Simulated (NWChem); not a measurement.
Isomers of C₂H₄ClNOSi, each optimised at B3LYP/6-31G* with NWChem, gas phase unless a solvent is named. Flexible species stand in one conformer each, which need not be the lowest. Pople sets run with spherical d functions. Relative energies count from the lowest isomer at each level and are electronic, without zero-point energy, on those geometries.

A: C[Si@@H](Cl)OC#N
B: Cl[Si@H](O)CC#N
C: O=C/N=C/[SiH2]Cl
D: C1[Si@@](C=N1)(Cl)O

**Question.** Which isomer is lowest, and do the levels agree? Levels: B3LYP/6-31G*; PBE/def2-TZVP; B3LYP/def2-TZVP; Hartree-Fock/def2-TZVP; CAM-B3LYP/def2-TZVP; M06-2X/def2-TZVP.

**Answer.** All put B lowest.
```tsv
quantity	A	B	C	D
relative energy, B3LYP/6-31G* (kcal/mol)	11.0	0.0	46.2	23.2
relative energy, PBE/def2-TZVP (kcal/mol)	13.7	0.0	51.9	19.5
relative energy, B3LYP/def2-TZVP (kcal/mol)	14.7	0.0	54.9	25.2
relative energy, Hartree-Fock/def2-TZVP (kcal/mol)	16.3	0.0	59.2	32.6
relative energy, CAM-B3LYP/def2-TZVP (kcal/mol)	15.2	0.0	57.1	24.9
relative energy, M06-2X/def2-TZVP (kcal/mol)	15.4	0.0	61.7	25.1
```
